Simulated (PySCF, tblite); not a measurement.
Isomers of C3H7F2Si2 (doublet state), one GFN2-xTB conformer each. Single-point energies are computed at B3LYP/pcH-1 (PySCF, gas phase, no added dispersion term), electronic only. GFN2-xTB treats the open shell by occupation alone, and not every SCF solution was tested for stability.

Task: Rank them by B3LYP/pcH-1 energy, lowest first (kcal/mol).
A. `[CH2:1]=[CH:2][Si:3]([SiH3:4])[CH:5]([F:6])[F:7]` (doublet state) with C1–C2–Si3–Si4 28°, C2–Si3–C5–F6 69°
B. `[CH2:1]=[C:2]([SiH2:3][SiH2:4])[CH:5]([F:6])[F:7]` (doublet state) with C1–C2–Si3–Si4 98°, C2–Si3–Si4–H -172° and -38°, C1–C2–C5–F6 -139°

Result: B (0.0), A (0.8).

Neighbours under 5.0 kcal/mol apart (C=C([SiH2][SiH2])C(F)F and C=C[Si]([SiH3])C(F)F) can change places with a better method, another conformer or zero-point energy. GFN2-xTB itself gives, in the same order: 0.0, 8.5. Both levels put the same isomer lowest.

Task: What happens when harmonic zero-point energies from GFN2-xTB frequencies are added?

Result: 
```
                SMILES  ZPE (kcal/mol)  electronic (kcal/mol)  with ZPE (kcal/mol)
C=C([SiH2][SiH2])C(F)F            52.8                    0.0                  0.0
  C=C[Si]([SiH3])C(F)F            53.8                    0.8                  1.8
```

The zero-point energies span 1.0 kcal/mol. The order is unchanged.

Task: As an exercise, what shares would exp(−E/RT) give at 298.15 K from these electronic energies alone (no entropy, no degeneracies)?

Result: RT = 0.592 kcal/mol: C=C([SiH2][SiH2])C(F)F 79.1 %, C=C[Si]([SiH3])C(F)F 20.9 %.
